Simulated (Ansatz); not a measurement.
Cl$_{2}$H$_{2}$N$_{2}$W (`[NH]=[W](=[NH])([Cl])[Cl]`). Charge 0, multiplicity 1. W: def2 effective core potential.

Z-matrix (Å, degrees):
```
W
N 1 1.737
Cl 1 2.277 2 107.8
N 1 1.737 2 110.1 3 117.3
Cl 1 2.277 2 107.8 3 -125.4
H 2 1.009 1 155.0 3 -117.3
H 4 1.009 1 155.0 2 0.0
```

Problem. List the harmonic frequencies (cm⁻¹, unscaled) at PBE0-D4/def2-TZVP in Ansatz. (Best estimate.)

Solution. The calculation gave: 110, 167, 214, 219, 300, 402, 409, 414, 634, 636, 709, 999, 1047, 3647, 3650.

Problem. Is this a minimum?

Solution. Yes, all 15 modes are real.

Problem. Give the ideal-gas thermochemistry at 298.15 K and 1 bar (rigid rotor, harmonic oscillator; point group C2v, symmetry number 2).

Solution. Zero-point energy 81.1 kJ/mol; H(298) − E = 102.0 kJ/mol; entropy 356.4 J/(mol·K), of which translation 179.3, rotation 113.5, vibration 63.5; G(298) − E = -4.3 kJ/mol.

Problem. And at 400, 500, 600, 800 and 1000 K?

Solution. 
```csv
T (K),H − E (kJ/mol),S (J/mol/K),G − E (kJ/mol)
400,113.2,388.8,-42.3
500,125.2,415.4,-82.5
600,137.7,438.3,-125.2
800,164.0,476.0,-216.8
1000,191.2,506.4,-315.1
```

Problem. Rotational constants (cm⁻¹)?

Solution. 0.08723, 0.05148, 0.04299.
